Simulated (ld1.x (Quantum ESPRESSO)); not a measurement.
**An all-electron radial function and its pseudo partner (Ce (Z = 58))**

Columns: radius, all-electron u(r) and pseudo u(r) of the 5p shell (level -25.79 eV) of cerium in the configuration [Kr] 4d10 4f0 5s2 5p6 5d2 6s2 6p0; PBE, scalar-relativistic, TM semilocal scheme, ld1.x (Quantum ESPRESSO) 7.5.

```
r (bohr)  all-electron   pseudo
   0.180       -0.2997  -0.0305
   0.360        0.1638  -0.1175
   0.540        0.4714  -0.2482
   0.720        0.1972  -0.4033
   0.900       -0.2402  -0.5601
   1.080       -0.5946  -0.6961
   1.260       -0.8060  -0.7933
   1.440       -0.8911  -0.8418
   1.620       -0.8857  -0.8405
   1.800       -0.8253  -0.7969
   1.980       -0.7369  -0.7234
   2.160       -0.6389  -0.6342
   2.340       -0.5425  -0.5414
   2.520       -0.4537  -0.4535
   2.700       -0.3751  -0.3751
   2.880       -0.3075  -0.3075
   3.060       -0.2505  -0.2505
   3.240       -0.2030  -0.2030
   3.420       -0.1639  -0.1639
   3.600       -0.1318  -0.1318
   3.780       -0.1057  -0.1057
   3.960       -0.0846  -0.0846
   4.140       -0.0675  -0.0675
   4.320       -0.0538  -0.0538
   4.500       -0.0428  -0.0428
   4.680       -0.0340  -0.0340
```

Q: How many radial nodes do the two functions have?

A: The all-electron 5p function has n − l − 1 = 3 (the table is too coarse to show those close to the nucleus); the pseudo-wave has 0, since the states of the same l below it are removed with the core.

Q: At about which radius was the pseudo-wave matched?

A: 2.80 bohr. The columns agree to 0.0005 from 2.52 bohr on; several derivatives are matched, so the curves merge somewhat inside the radius.

Q: Is the pseudo-wave norm-conserving?

A: Yes: the TM semilocal scheme keeps the norm inside the radius equal to the all-electron one, which fixes the energy derivative of the logarithmic derivative at the level.
